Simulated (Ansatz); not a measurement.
Basis-set extrapolation for `FCBCF` (PBE0-D4/def2-TZVP geometry, frozen core, Ansatz 0.2.0). Multiplicity 1, RHF reference.

```json
{"": "HF", "def2-TZVPP": "-302.310419", "def2-QZVPP": "-302.323956"}
{"": "MP2 correlation", "def2-TZVPP": "-0.932332", "def2-QZVPP": "-1.009781"}
{"": "CCSD(T) correlation", "def2-TZVPP": "-0.999199", "def2-QZVPP": "not run"}
```

Energies in hartree. Use E(X) = E(∞) + A·exp(−7.88·√X) for Hartree–Fock and E(X) = E(∞) + B·X^(−2.97) for correlation, with X = 3 and 4, and add CCSD(T) minus MP2 of the smaller set to the MP2 limit.

Task: What is the CCSD(T) energy at the basis-set limit?

Result: HF limit: -302.323956 + (-0.013537) × 0.13774 = -302.32582. MP2 limit: -1.009781 + (-0.077449) × 0.74074 = -1.06715. Higher-order term: -0.999199 − (-0.932332) = -0.06687. Total: -303.45984 hartree, 94.3 kcal/mol below CCSD(T)/def2-TZVPP.
